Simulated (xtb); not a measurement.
xtb input (GFN2-xTB):

```bash
xtb mol.xyz --gfn 2 --sp --chrg 0 --uhf 0
```
mol.xyz:
```
8

N     -1.46635335    -0.88765878     0.34812585
Al     0.00033333     0.02636049     0.00616624
N      1.44658031    -0.67606095    -0.71391097
F      0.02073195     1.63955393     0.38352424
H     -1.60141416    -1.86847232     0.16554185
H     -2.29462604    -0.48894880     0.75966519
H      1.55706213    -1.63903808    -0.98601822
H      2.28646853    -0.15617442    -0.91057233
```

End of the output:

```
         :::::::::::::::::::::::::::::::::::::::::::::::::::::
         ::                     SUMMARY                     ::
         :::::::::::::::::::::::::::::::::::::::::::::::::::::
         :: total energy             -13.803397510212 Eh    ::
         :: gradient norm              0.007692444908 Eh/a0 ::
         :: HOMO-LUMO gap              4.179780606149 eV    ::
         ::.................................................::
         :: SCC energy               -13.928702659063 Eh    ::
         :: -> isotropic ES            0.073825818314 Eh    ::
         :: -> anisotropic ES          0.004178992291 Eh    ::
         :: -> anisotropic XC          0.000915549309 Eh    ::
         :: -> dispersion             -0.002915539976 Eh    ::
         :: repulsion energy           0.125305148851 Eh    ::
         :: add. restraining           0.000000000000 Eh    ::
         :: total charge              -0.000000000000 e     ::
         :::::::::::::::::::::::::::::::::::::::::::::::::::::

           -------------------------------------------------
          |                Property Printout                |
           -------------------------------------------------

    * Orbital Energies and Occupations

         #    Occupation            Energy/Eh            Energy/eV
      -------------------------------------------------------------
         1        2.0000           -0.7732060             -21.0400
         2        2.0000           -0.5911038             -16.0848
         3        2.0000           -0.5845251             -15.9057
         4        2.0000           -0.5131124             -13.9625
         5        2.0000           -0.5056424             -13.7592
         6        2.0000           -0.5056264             -13.7588
         7        2.0000           -0.4748876             -12.9223
         8        2.0000           -0.4730482             -12.8723
         9        2.0000           -0.4580451             -12.4640
        10        2.0000           -0.4336712             -11.8008
        11        2.0000           -0.3879656             -10.5571
        12        2.0000           -0.3810195             -10.3681 (HOMO)
        13                         -0.2274154              -6.1883 (LUMO)
Note: The following floating-point exceptions are signalling: IEEE_UNDERFLOW_FLAG IEEE_DENORMAL
normal termination of xtb
        14                         -0.0964864              -2.6255
        15                         -0.0145290              -0.3954
        16                         -0.0126867              -0.3452
        17                          0.0167146               0.4548
        18                          0.0380588               1.0356
        19                          0.0710164               1.9325
        20                          0.1391519               3.7865
        21                          0.2393529               6.5131
        22                          0.2395971               6.5198
        23                          0.5510091              14.9937
       ...                                ...                  ...
        25                          1.0617731              28.8923
      -------------------------------------------------------------
                  HL-Gap            0.1536041 Eh            4.1798 eV
             Fermi-level           -0.3042174 Eh           -8.2782 eV

     #   Z          covCN         q      C6AA      α(0)
     1   7 N        2.505    -0.396    30.320     8.177
     2  13 Al       2.245     0.365   119.358    24.092
     3   7 N        2.505    -0.396    30.320     8.177
     4   9 F        0.672    -0.271    12.012     4.091
     5   1 H        0.861     0.168     1.285     1.776
     6   1 H        0.862     0.181     1.207     1.721
     7   1 H        0.861     0.168     1.285     1.776
     8   1 H        0.862     0.181     1.207     1.721

 Mol. C6AA /au·bohr⁶  :        850.787173
 Mol. C8AA /au·bohr⁸  :      33875.499121
 Mol. α(0) /au        :         51.530834

Wiberg/Mayer (AO) data.
largest (>0.10) Wiberg bond orders for each atom

 ---------------------------------------------------------------------------
     #   Z sym  total        # sym  WBO       # sym  WBO       # sym  WBO
 ---------------------------------------------------------------------------
     1   7 N    3.254 --     2 Al   1.302     5 H    0.933     6 H    0.921
     2  13 Al   3.961 --     3 N    1.302     1 N    1.302     4 F    1.208
     3   7 N    3.254 --     2 Al   1.302     7 H    0.933     8 H    0.921
     4   9 F    1.283 --     2 Al   1.208
     5   1 H    0.972 --     1 N    0.933
     6   1 H    0.967 --     1 N    0.921
     7   1 H    0.972 --     3 N    0.933
     8   1 H    0.967 --     3 N    0.921
 ---------------------------------------------------------------------------

Topologies differ in total number of bonds
Writing topology from bond orders to xtbtopo.mol

molecular dipole:
                 x           y           z       tot (Debye)
 q only:       -0.012      -0.984      -0.230
   full:       -0.014      -1.118      -0.262       2.920
molecular quadrupole (traceless):
                xx          xy          yy          xz          yz          zz
 q only:        3.781       0.402      -2.610      -2.067      -0.327      -1.171
  q+dip:        5.606       0.735      -2.740      -3.591       0.081      -2.865
   full:        4.212       0.390      -3.378      -2.084      -0.600      -0.834

           -------------------------------------------------
          | TOTAL ENERGY              -13.803397510212 Eh   |
          | GRADIENT NORM               0.007692444908 Eh/α |
          | HOMO-LUMO GAP               4.179780606149 eV   |
           -------------------------------------------------

------------------------------------------------------------------------
------------------------------------------------------------------------
 total:
 SCF:
```
